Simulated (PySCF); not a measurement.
# Reading the logs of faulty runs: AlB2H4O

Calculated results; nothing here was measured. The program is PySCF 2.14.0, an open-source quantum chemistry code, run on an isolated molecule that a program drew, which may never have been made. The molecule is AlB2H4O (charge 0, doublet), drawn as the SMILES string `OB[BH][AlH]`.

Each row is a Hartree-Fock (HF) and frozen-core CCSD(T) single point in the cc-pV(D+d)Z basis, meant for a local HF minimum. Run 1 is clean. Each other run has one planted mistake out of seven kinds, and not every kind appears here: one electron removed, one electron added, multiplicity raised by two, geometry at a saddle point, minimal basis STO-3G, one bond length entered in bohr, all coordinates scaled. The reference is restricted for singlets and unrestricted otherwise, and also for a bond in bohr. Adding or removing an electron swaps singlet and doublet. Electrons count all cores. HOMO and LUMO are orbital energies over both spins, the gradient is its largest component, and the lowest frequency (negative if imaginary) is given only where the gradient is small. Bond lengths are over the 7 bonds as drawn. T1 is the CCSD diagnostic: over 0.02 (restricted) or 0.045 (unrestricted) a single reference is doubtful.

Geometry of the clean run:
```xyz
8
AlB2H4O, angstrom
O     1.8900   -0.0187    3.0176
B     1.3118   -0.5506    1.9112
B    -0.2183   -0.1778    1.2656
Al   -0.6767    1.5164    0.0639
H     1.3580    0.6112    3.4787
H     1.9959   -1.3601    1.3287
H    -1.1671   -0.8703    1.5472
H    -0.6616    1.6298   -1.5227
```

```
run,electrons,basis functions,<S^2>,HOMO (eV),LUMO (eV),gradient (hartree/bohr),lowest frequency (cm^-1),mean bond (Å),longest bond (Å),T1,HF (hartree),CCSD(T) (hartree),mistake
1,35,85,0.804,-7.69,0.73,1.8e-05,90,1.4484,2.127,0.0268,-368.45380,-368.90612,no fault
2,34,85,0.000,-15.39,-6.33,3.2e-02,-,1.4484,2.127,0.0194,-368.19678,-368.64121,one electron removed
3,35,28,0.790,-3.93,7.14,4.2e-02,-,1.4484,2.127,0.0295,-363.85094,-364.03147,?
4,35,85,3.785,-6.83,-1.12,2.7e-02,-,1.4484,2.127,0.0307,-368.35457,-368.79731,?
```

**Which mistake was planted in run 3, and what did it cost?**

It has 28 basis functions where the clean run has 85, with the same electrons and geometry. So the mistake is: minimal basis STO-3G. Subtracting run 1 and multiplying by 627.51 kcal/mol a hartree, the energy moved by 2888.3 kcal/mol in HF and 3058.9 kcal/mol in CCSD(T).

**Which mistake was planted in run 4, and what did it cost?**

Electrons, basis and geometry are unchanged, and <S^2> is 3.785, beside S(S+1) = 3.75 for a multiplicity of 4. So the mistake is: multiplicity raised by two. Subtracting run 1 and multiplying by 627.51 kcal/mol a hartree, the energy moved by 62.3 kcal/mol in HF and 68.3 kcal/mol in CCSD(T).

